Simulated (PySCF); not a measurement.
Gas-phase reaction: B₃O₃H₃ + 3 B(OH)₃ → 6 H₂O + 3 B₂O₂

Energies from PySCF (xtb for GFN2), thermal terms from the rigid-rotor harmonic-oscillator model, ideal gas at 1 bar. † marks an energy on the PBE0/def2-TZVP geometry and frequencies; other levels use their own. CCSD(T) freezes the core. 6-31G* has spherical d functions here. All species are closed-shell singlets. B3LYP is the form with VWN-RPA correlation. CCSD(T) isn't extrapolated to the basis-set limit; its ΔH°(298 K) is 1386.2 kJ in def2-SVP and 1356.5 kJ in def2-TZVPP. The harmonic model lacks anharmonicity and excited electronic states, which grow with temperature; levels with a mode under 35 cm⁻¹ are left out. Internal rotation in B(OH)₃ is treated as a harmonic vibration of one conformer, which makes the entropy rough. Warning, large T1 diagnostic: B₂O₂ (CCSD(T)/def2-SVP†).

ΔH° and ΔS° at 298 K: B3LYP/6-31G* 1475 kJ, 778 J/K; CCSD(T)/def2-SVP† 1386 kJ, 777 J/K; GFN2-xTB 1202 kJ, 782 J/K.

Question: With the heat capacities included, give log10 K (1 bar) at 500, 800, 1200, 1400, 1800 K from B3LYP/6-31G*, CCSD(T)/def2-SVP†, GFN2-xTB.

Answer: 
| T (K) | B3LYP/6-31G* | CCSD(T)/def2-SVP† | GFN2-xTB |
|---|---|---|---|
| 500 | -113.2 | -103.9 | -84.5 |
| 800 | -55.2 | -49.4 | -37.4 |
| 1200 | -23.4 | -19.5 | -11.7 |
| 1400 | -14.4 | -11.1 | -4.4 |
| 1800 | -2.6 | -0.1 | 5.0 |
